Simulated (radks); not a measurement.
Question: The gallium ion Ga5+, configuration [Ar] 3d8 (the NIST ground configuration). Method: scalar-relativistic Kohn-Sham, PBE, spin-polarised, spherical densities, point nucleus; open shells are filled with parallel spins first; computed with a radial shooting solver on a logarithmic mesh with Libxc functionals. Some entries of the table are withheld. Estimate them.

orbital,occ.,eigenvalue (hartree),<r> (bohr),<r^2> (bohr^2)
1s down,1,-379.1852,0.04860,0.003179
1s up,1,-379.1852,0.04860,0.003179
2s up,1,-49.68704,0.2179,0.05599
2s down,1,-49.62697,0.2177,0.05591
2p up,3,-43.66984,0.1908,(1)
2p down,3,-43.62491,0.1906,(2)
3s up,1,-8.59880,0.6404,(3)
3s down,1,-8.49432,0.6418,(4)
3p up,3,-6.76784,0.6598,0.5097
3p down,3,-6.66476,0.6619,0.5132
3d up,5,-3.77343,0.7051,0.6141
3d down,3,-3.67024,0.7120,0.6279

Answer: 
(1) 2p up <r^2> (bohr^2): 0.04462
(2) 2p down <r^2> (bohr^2): 0.04453
(3) 3s up <r^2> (bohr^2): 0.4718
(4) 3s down <r^2> (bohr^2): 0.4739
